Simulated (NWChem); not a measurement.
Everything below was run with NWChem. System: C$_{2}$H$_{5}$O, charge 0, spin multiplicity 2, displaced from the optimised geometry. The structure started from a generated list of species. Its SCF solution wasn't tested for a lower state.

Job file:

```
start mol
memory heap 200 mb stack 900 mb global 1100 mb
geometry units angstroms nocenter noautoz noautosym
  C      1.239529    -0.182374    -0.021576
  O      0.006238     0.066953     0.554539
  C     -1.114824     0.066464    -0.354069
  H      1.385112     0.065299    -1.112388
  H      2.093048    -0.116716     0.702746
  H     -0.983435     0.841288    -1.177064
  H     -1.255469    -0.951140    -0.839792
  H     -2.037388     0.321103     0.244054
end
basis spherical
  * library def2-tzvp
end
dft
  xc pbe0
  odft
  mult 2
  semidirect memsize 60000000 filesize 0
  iterations 100
  convergence nodiis damp 40
end
task dft gradient
```

The output up to the point where the run's verdict is printed (cleaned and shortened):

```
             Northwest Computational Chemistry Package (NWChem) 7.3.0
             --------------------------------------------------------

                                NWChem Input Module
                                -------------------

 Scaling coordinates for geometry "geometry" by  1.889725989
 (inverse scale =  0.529177249)

                             Geometry "geometry" -> ""
                             -------------------------

 Output coordinates in angstroms (scale by  1.889725989 to convert to a.u.)

  No.       Tag          Charge          X              Y              Z
 ---- ---------------- ---------- -------------- -------------- --------------
    1 C                    6.0000     1.23952900    -0.18237400    -0.02157600
    2 O                    8.0000     0.00623800     0.06695300     0.55453900
    3 C                    6.0000    -1.11482400     0.06646400    -0.35406900
    4 H                    1.0000     1.38511200     0.06529900    -1.11238800
    5 H                    1.0000     2.09304800    -0.11671600     0.70274600
    6 H                    1.0000    -0.98343500     0.84128800    -1.17706400
    7 H                    1.0000    -1.25546900    -0.95114000    -0.83979200
    8 H                    1.0000    -2.03738800     0.32110300     0.24405400

 Effective nuclear repulsion energy (a.u.)      75.4568815288

            Nuclear Dipole moment (a.u.)
            ----------------------------
        X                 Y               Z
 ---------------- ---------------- ----------------
     0.0000037795    -0.0000037795    -0.0000037795


 Summary of "ao basis" -> "" (spherical)
 ------------------------------------------------------------------------------
       Tag                 Description            Shells   Functions and Types
 ---------------- ------------------------------  ------  ---------------------
 *                         def2-tzvp                  on all atoms

                                 NWChem DFT Module
                                 -----------------

 Summary of "ao basis" -> "ao basis" (spherical)
[...]
 d= 0,ls=0.5         73   -126.1966639965 -2.48D+01  5.39D-02              85.8
                                                     4.59D-02
 d= 0,ls=0.5         74   -101.4179854106  2.48D+01  5.39D-02              87.0
                                                     4.59D-02
 d= 0,ls=0.5         75   -126.1966639965 -2.48D+01  5.39D-02              88.2
                                                     4.59D-02
 d= 0,ls=0.5         76   -101.4179854106  2.48D+01  5.39D-02              89.4
                                                     4.59D-02
 d= 0,ls=0.5         77   -126.1966639965 -2.48D+01  5.39D-02              90.7
                                                     4.59D-02
 d= 0,ls=0.5         78   -101.4179854106  2.48D+01  5.39D-02              91.9
                                                     4.59D-02
 d= 0,ls=0.5         79   -126.1966639965 -2.48D+01  5.39D-02              93.1
                                                     4.59D-02
 d= 0,ls=0.5         80   -101.4179854106  2.48D+01  5.39D-02              94.3
                                                     4.59D-02
 d= 0,ls=0.5         81   -126.1966639965 -2.48D+01  5.39D-02              95.5
                                                     4.59D-02
 d= 0,ls=0.5         82   -101.4179854106  2.48D+01  5.39D-02              96.7
                                                     4.59D-02
 d= 0,ls=0.5         83   -126.1966639965 -2.48D+01  5.39D-02              97.9
                                                     4.59D-02
 d= 0,ls=0.5         84   -101.4179854106  2.48D+01  5.39D-02              99.1
                                                     4.59D-02
 d= 0,ls=0.5         85   -126.1966639965 -2.48D+01  5.39D-02             100.4
                                                     4.59D-02
 d= 0,ls=0.5         86   -101.4179854106  2.48D+01  5.39D-02             101.6
                                                     4.59D-02
 d= 0,ls=0.5         87   -126.1966639965 -2.48D+01  5.39D-02             102.8
                                                     4.59D-02
 d= 0,ls=0.5         88   -101.4179854106  2.48D+01  5.39D-02             104.0
                                                     4.59D-02
 d= 0,ls=0.5         89   -126.1966639965 -2.48D+01  5.39D-02             105.3
                                                     4.59D-02
 d= 0,ls=0.5         90   -101.4179854106  2.48D+01  5.39D-02             106.5
                                                     4.59D-02
 d= 0,ls=0.5         91   -126.1966639965 -2.48D+01  5.39D-02             107.7
                                                     4.59D-02
 d= 0,ls=0.5         92   -101.4179854106  2.48D+01  5.39D-02             108.9
                                                     4.59D-02
 d= 0,ls=0.5         93   -126.1966639965 -2.48D+01  5.39D-02             109.9
                                                     4.59D-02
 d= 0,ls=0.5         94   -101.4179854106  2.48D+01  5.39D-02             111.0
                                                     4.59D-02
 d= 0,ls=0.5         95   -126.1966639965 -2.48D+01  5.39D-02             111.9
                                                     4.59D-02
 d= 0,ls=0.5         96   -101.4179854106  2.48D+01  5.39D-02             112.9
                                                     4.59D-02
 d= 0,ls=0.5         97   -126.1966639965 -2.48D+01  5.39D-02             113.9
                                                     4.59D-02
 d= 0,ls=0.5         98   -101.4179854106  2.48D+01  5.39D-02             114.8
                                                     4.59D-02
 d= 0,ls=0.5         99   -126.1966639965 -2.48D+01  5.39D-02             115.8
                                                     4.59D-02
 d= 0,ls=0.5        100   -101.4179854106  2.48D+01  5.39D-02             116.9
                                                     4.59D-02
```

Convergence was not reached. The next line reads: Calculation failed to converge. NWChem stopped with the message: dft gradient failed.
